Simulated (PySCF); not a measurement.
## Working out the ionisation energy of Xe

Xe [Xe] (1S) → Xe⁺ [Kr] 4d10 5s2 5p5 (2P). Computed with PySCF 2.14 in x2c-TZVPPall with one added diffuse shell each of s, p, d, f type (9s7p5d3f, 76 functions), with scalar relativity by spin-free X2C-1e. Frozen: [Ar] 3d10. Energies in hartree (1 hartree = 27.21139 eV):

```csv
part,Xe (lower),Xe⁺ (upper)
UHF,-7443.465645,-7443.042699
MP2 opposite-spin,-0.415200,-0.394056
MP2 same-spin,-0.236739,-0.224267
```

Problem. What does Hartree-Fock give?

Solution. (-7443.042699) − (-7443.465645) = 0.422946 hartree = 11.509 eV.

Problem. What do MP2 and SCS-MP2 (6/5 opposite-spin, 1/3 same-spin) give?

Solution. The opposite-spin parts differ by 0.575 eV and the same-spin parts by 0.339 eV. MP2: 11.509 + (0.575) + (0.339) = 12.423 eV. SCS-MP2: 11.509 + 1.2 × (0.575) + (0.339)/3 = 12.312 eV.

Measured between the centres of the two terms (NIST): 12.565 eV, so MP2 (valence and next inner shell) is off by -0.142 eV.

What remains against the reference includes basis incompleteness, the frozen core and correlation beyond second order.
